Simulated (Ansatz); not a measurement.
Abridged output of a molecular run in Ansatz:

```
Functional definition: HF
  name "HF"
  cite "Fock, Z. Phys. 61, 126 (1930) doi:10.1007/BF01340294"
  parent pbe
  exchange = exact_x
  correlation = 0
1740 factors; integrals over basis functions are off by at most 1.5e-3 eV
mean field evaluation 1: about -20631.9445 eV, gradient 3.3e1 eV
mean field evaluation 2: about -20632.2436 eV, gradient 3.3e1 eV
mean field evaluation 4: about -20635.5192 eV, gradient 3.9e0 eV
mean field evaluation 8: about -20635.5783 eV, gradient 2.3e-1 eV
mean field -20635.57855020 eV, -758.3435244225 hartree, gradient 1.8e-6 eV, S^2 0.000000; 0 other end points of the search recorded, 0 dependent functions left out
13 core orbitals not correlated: weight in the atoms' cores, before any rotation towards them, 1.000 or more for the frozen orbitals, at most 0.000 for the correlated occupied ones
reference -20635.57855020 eV, -758.3435244225 hartree; 15, 15 occupied and 275, 275 virtual orbitals, 1740 factors
second order -21.64206649 eV of doubles, -0.00000000 eV of singles
cycle   1  -22.62119185 eV  change   -9.8e-1 eV  update   1.0e-1
cycle   2  -23.23691172 eV  change   -6.2e-1 eV  update   3.0e-2
cycle   3  -23.32771836 eV  change   -9.1e-2 eV  update   1.2e-2
cycle   4  -23.32237432 eV  change    5.3e-3 eV  update   3.2e-3
cycle   5  -23.32223459 eV  change    1.4e-4 eV  update   1.3e-3
cycle   6  -23.32213630 eV  change    9.8e-5 eV  update   4.4e-4
cycle   7  -23.32198762 eV  change    1.5e-4 eV  update   1.7e-4
cycle   8  -23.32200848 eV  change   -2.1e-5 eV  update   5.8e-5
cycle   9  -23.32201214 eV  change   -3.7e-6 eV  update   1.9e-5
perturbative correction -0.98907466 eV, -0.0363478232 hartree
Total energy: -20659.88963700 eV, -759.2369403836 hartree
```

Its atoms:

Z-matrix (Å, degrees):
```
C
C 1 1.514
H 1 1.092 2 111.5
H 1 1.092 2 111.0 3 -120.8
H 1 1.092 2 109.9 3 119.6
S 2 1.813 1 110.5 3 58.0
H 2 1.093 1 111.6 3 -60.8
H 2 1.092 1 111.2 3 177.8
Al 6 2.418 2 100.4 1 109.4
C 6 1.846 2 100.8 1 163.1
H 9 1.585 6 113.0 2 -156.2
H 9 1.589 6 106.8 2 -16.8
H 10 1.089 6 107.3 2 147.4
H 10 1.088 6 109.2 2 28.2
```

Task: Which basis set was used?
A. def2-SVP
B. def2-TZVPP
C. cc-pV(D+d)Z
D. def2-SVPD

Result: B. It gives 303 functions.

Task: Write the keys of the input that set method, charge and spin (a neutral closed shell needs none for the last two).

Result: 
```yaml
correlation: {method: ccsd_t}
```
